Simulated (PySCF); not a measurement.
**Orbital levels and atomic charges**

System: [C15H11N2]+ (redox-flow and redox-shuttle molecule), SMILES C#Cc1cccc2nc3ccccc3[n+](C)c12.

Cartesian coordinates (Å):
```
  1 C     2.985   -1.497   -2.569
  2 C     1.875   -1.119   -2.309
  3 C     0.509   -0.780   -2.130
  4 C    -0.338   -1.087   -3.183
  5 C    -1.725   -0.900   -3.109
  6 C    -2.291   -0.449   -1.954
  7 C    -1.476   -0.135   -0.839
  8 N    -2.072    0.282    0.265
  9 C    -1.355    0.511    1.349
 10 C    -2.017    0.852    2.557
 11 C    -1.295    1.091    3.688
 12 C     0.111    0.996    3.663
 13 C     0.790    0.702    2.509
 14 C     0.084    0.456    1.318
 15 N     0.690    0.182    0.132
 16 C     2.111    0.430    0.007
 17 C    -0.038   -0.247   -0.932
 18 H     3.971   -1.802   -2.763
 19 H     0.097   -1.500   -4.081
 20 H    -2.335   -1.145   -3.965
 21 H    -3.356   -0.336   -1.832
 22 H    -3.094    0.890    2.535
 23 H    -1.790    1.339    4.613
 24 H     0.665    1.147    4.576
 25 H     1.863    0.613    2.542
 26 H     2.351    0.691   -1.021
 27 H     2.690   -0.451    0.286
 28 H     2.391    1.265    0.646
```

Method: B3LYP/def2-SVP, gas phase, PySCF, fitting set def2-universal-JFIT up to Ne and JKFIT beyond, grid level 1.

(1) Give the orbital energies near the gap.

(2) Give the partial charges of the non-hydrogen atoms.

## Answers

(1) 
| orbital | eV |
| --- | --- |
| HOMO-4 | -11.72 |
| HOMO-3 | -11.48 |
| HOMO-2 | -11.35 |
| HOMO-1 | -11.16 |
| HOMO | -10.22 |
| LUMO | -7.42 |
| LUMO+1 | -5.20 |
| LUMO+2 | -4.86 |
| LUMO+3 | -4.20 |

(2) 
```csv
atom,Mulliken,IAO,Hirshfeld
C1,-0.37,-0.16,-0.05
C2,0.32,-0.06,-0.04
C3,-0.03,-0.03,0.01
C4,0.05,-0.06,0.02
C5,0.06,-0.12,0.00
C6,0.06,-0.10,0.00
C7,-0.05,0.12,0.07
N8,0.07,-0.18,-0.08
C9,-0.03,0.12,0.07
C10,0.05,-0.10,0.00
C11,0.06,-0.11,0.00
C12,0.08,-0.07,0.02
C13,-0.06,-0.17,-0.04
C14,0.16,0.10,0.08
N15,-0.12,0.01,0.07
C16,0.13,-0.30,-0.03
C17,0.17,0.11,0.09
```
